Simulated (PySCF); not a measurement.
Molecule: SMILES CC([SiH3])[SiH3], C₂H₁₀Si₂.

Geometry (Å), atoms numbered from 1 in this order:
```xyz
14

C     0.079    1.401   -0.836
C    -0.040    0.298    0.218
Si   -1.611   -0.742   -0.066
Si    1.552   -0.746    0.289
H    -0.806    2.037   -0.841
H     0.189    0.974   -1.831
H     0.946    2.033   -0.646
H    -0.149    0.786    1.194
H    -2.783    0.140   -0.093
H    -1.517   -1.440   -1.351
H    -1.767   -1.713    1.018
H     1.459   -1.720    1.377
H     2.701    0.134    0.527
H     1.745   -1.440   -0.987
```

Frames of a GFN2-xTB Langevin trajectory at 300 K; GIAO PBE0/pcSseg-1 shieldings in PySCF 2.14, gas phase, non-relativistic; equivalent atoms averaged within each frame.

Referencing at the same level of theory: TMS for ¹³C (σref 186.93), ²⁹Si (σref 349.16), ¹H (σref 31.72). The references are static minima.

**Question.** How do the shifts (ppm) fluctuate along the trajectory?

**Answer.** 
```csv
time (fs),C1,C2,Si3/Si4,H9/H10/H11/H12/H13/H14,H5/H6/H7,H8
optimised geometry,16.6,-2.8,-63.1,3.90,1.32,0.30
250,15.0,-0.6,-59.0,4.20,1.12,0.39
425,14.0,-10.3,-75.2,3.75,0.85,1.85
625,11.3,-4.8,-63.7,4.18,0.24,-0.43
800,19.5,-1.1,-59.4,4.13,1.68,-0.25
1000,20.1,-6.3,-62.7,3.78,1.63,1.09
mean of frames,16.0,-4.6,-64.0,4.01,1.10,0.53
standard deviation,3.7,4.0,6.6,0.22,0.60,0.95
```

5 frames give an uncertainty of the mean of about the standard deviation over 2.2 at best, since frames this close in time may not be independent; classical motion lacks zero-point vibration, and the reference would need the same averaging.
